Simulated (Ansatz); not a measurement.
Geometry optimisation of `[SH][Sn]([Cl])[Cl]` radical.

```yaml
crystal:
  periodic: [false, false, false]
  atoms:
    - {symbol: S, position_ang: [0.018050, 1.800058, 0.387256]}
    - {symbol: Sn, position_ang: [0.728755, -0.439167, -0.434542]}
    - {symbol: Cl, position_ang: [1.721163, -1.600361, 1.417558]}
    - {symbol: Cl, position_ang: [-1.317365, -1.564339, -1.017488]}
    - {symbol: H, position_ang: [-1.100702, 1.730109, -0.394184]}
basis:
  gaussian: {orbitals: def2-TZVP}
magnetization: {spin_polarized: true, initial_magnetization: 1}
hamiltonian: {xc: pbe0, dispersion: d4}
relax: {f_tol: 0.005, max_steps: 150}
```

```sh
$ ansatz run in.yaml --threads 4 --pin off --events-out ev --progress --plain
```

It prints (some lines left out):

```
Functional definition: PBE0
mean field -41720.63606052 eV, -1533.2050959612 hartree, gradient 2.5e-5 eV, S^2 0.757428; 0 other end points of the search recorded, 0 dependent functions left out
relax step   1: F+E_penalty+E_count = -41720.80162698 eV  Δ(F+E_penalty+E_count) = +0.000e0 eV  max|allowed force component| = 5.983e-1 eV/Å  Δτ_max = 0.0000 Å  (35 SCF iters, accepted)
mean field -41720.69534404 eV, -1533.2072745903 hartree, gradient 1.1e-5 eV, S^2 0.755291; 0 other end points of the search recorded, 0 dependent functions left out
relax step   2: F+E_penalty+E_count = -41720.86596110 eV  Δ(F+E_penalty+E_count) = -6.433e-2 eV  max|allowed force component| = 2.743e-1 eV/Å  Δτ_max = 0.0933 Å  (35 SCF iters, accepted)
mean field -41720.70372318 eV, -1533.2075825181 hartree, gradient 2.6e-5 eV, S^2 0.755691; 0 other end points of the search recorded, 0 dependent functions left out
relax step   3: F+E_penalty+E_count = -41720.87274343 eV  Δ(F+E_penalty+E_count) = -6.782e-3 eV  max|allowed force component| = 1.820e-1 eV/Å  Δτ_max = 0.0920 Å  (36 SCF iters, accepted)
mean field -41720.69191502 eV, -1533.2071485762 hartree, gradient 1.7e-5 eV, S^2 0.756316; 0 other end points of the search recorded, 0 dependent functions left out
relax step   4: F+E_penalty+E_count = -41720.86105917 eV  Δ(F+E_penalty+E_count) = +1.168e-2 eV  max|allowed force component| = 5.385e-1 eV/Å  Δτ_max = 0.1683 Å  (41 SCF iters, rejected (line search))
mean field -41720.70993353 eV, -1533.2078107443 hartree, gradient 9.4e-6 eV, S^2 0.755926; 0 other end points of the search recorded, 0 dependent functions left out
relax step   5: F+E_penalty+E_count = -41720.87815964 eV  Δ(F+E_penalty+E_count) = -5.416e-3 eV  max|allowed force component| = 1.025e-1 eV/Å  Δτ_max = 0.0823 Å  (35 SCF iters, accepted)
mean field -41720.71007538 eV, -1533.2078159572 hartree, gradient 1.7e-5 eV, S^2 0.755867; 0 other end points of the search recorded, 0 dependent functions left out
relax step   6: F+E_penalty+E_count = -41720.87900996 eV  Δ(F+E_penalty+E_count) = -8.503e-4 eV  max|allowed force component| = 6.832e-2 eV/Å  Δτ_max = 0.0243 Å  (37 SCF iters, accepted)
mean field -41720.71046552 eV, -1533.2078302948 hartree, gradient 1.8e-5 eV, S^2 0.755774; 0 other end points of the search recorded, 0 dependent functions left out
relax step   7: F+E_penalty+E_count = -41720.87933503 eV  Δ(F+E_penalty+E_count) = -3.251e-4 eV  max|allowed force component| = 5.829e-2 eV/Å  Δτ_max = 0.0231 Å  (35 SCF iters, accepted)
mean field -41720.71078099 eV, -1533.2078418879 hartree, gradient 1.9e-5 eV, S^2 0.755774; 0 other end points of the search recorded, 0 dependent functions left out
relax step   8: F+E_penalty+E_count = -41720.87955478 eV  Δ(F+E_penalty+E_count) = -2.197e-4 eV  max|allowed force component| = 1.566e-2 eV/Å  Δτ_max = 0.0230 Å  (36 SCF iters, accepted)
mean field -41720.71087501 eV, -1533.2078453429 hartree, gradient 2.1e-5 eV, S^2 0.755796; 0 other end points of the search recorded, 0 dependent functions left out
relax step   9: F+E_penalty+E_count = -41720.87965849 eV  Δ(F+E_penalty+E_count) = -1.037e-4 eV  max|allowed force component| = 7.868e-3 eV/Å  Δτ_max = 0.0054 Å  (38 SCF iters, accepted)
mean field -41720.71089966 eV, -1533.2078462488 hartree, gradient 2.0e-5 eV, S^2 0.755795; 0 other end points of the search recorded, 0 dependent functions left out
relax step  10: F+E_penalty+E_count = -41720.87967940 eV  Δ(F+E_penalty+E_count) = -2.091e-5 eV  max|allowed force component| = 3.584e-3 eV/Å  Δτ_max = 0.0046 Å  (27 SCF iters, accepted)
mean field -41720.71089966 eV, -1533.2078462488 hartree, gradient 2.1e-5 eV, S^2 0.755795; 1 other end points of the search recorded, 0 dependent functions left out
Total energy: -41720.87970967 eV, -1533.2140499023 hartree
Atom 0 at    -0.040051     1.711103     0.477659 Å, force    -0.001907    -0.000838    -0.003382 eV/Å
Atom 1 at     0.648565    -0.427345    -0.417279 Å, force    -0.003092     0.000608     0.000401 eV/Å
Atom 2 at     1.707766    -1.546201     1.340859 Å, force    -0.000206     0.000824    -0.000232 eV/Å
Atom 3 at    -1.278818    -1.644984    -0.972480 Å, force     0.001620     0.000470    -0.000058 eV/Å
Atom 4 at    -0.987561     1.833727    -0.470159 Å, force     0.003584    -0.001065     0.003272 eV/Å
Dipole moment:     0.082639     0.346567    -0.363517 e Å
```

Run time 49 s (4 threads of a server CPU on a shared host); peak host memory 0.64 GiB.
